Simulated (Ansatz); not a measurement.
Ideal-gas functions of `[Cl][Ge][Cl]` at 298.15 K and 1 bar, from an Ansatz frequency run at PBE0-D4/def2-TZVP.

Molar mass 143.52 g/mol, point group C2v (symmetry number 2), electronic degeneracy 1, moments of inertia 70.528, 198.061, 268.588 u Å². Harmonic wavenumbers (cm⁻¹, unscaled): 158, 388, 409.

Use S(trans) = R[1.5 ln M + 2.5 ln T − 1.1517]; rotational temperatures θ = 24.2544 K / I; S(rot) = R[ln(√π/σ · √(T³/θAθBθC)) + 1.5]; for each mode x = 1.438777 ν̃/T, S = R[x/(eˣ − 1) − ln(1 − e⁻ˣ)] and H = RT x/(eˣ − 1); 1 cm⁻¹ = 0.0119627 kJ/mol; R = 8.31446 J/(mol·K).

Q: By hand: the entropy, in J/(mol·K).

A: Translation 170.8. Rotation: θ = 0.3439, 0.1225, 0.0903 K, giving 105.7. Vibration, mode by mode: 10.77, 4.22, 3.89, in all 18.9. Electronic 0.0. Sum 295.4 J/(mol·K).

Q: By hand: H − E and G − E in kJ/mol, counted from the electronic energy.

A: Zero-point energy ½ × 955 × 0.0119627 = 5.7; thermal vibration 3.3; translation, rotation and pV give 4 RT = 9.9. H − E = 18.9 kJ/mol, and G − E = 18.9 − 298.15 × 295.4/1000 = -69.2 kJ/mol.

Vibration gives 6 % of the entropy.
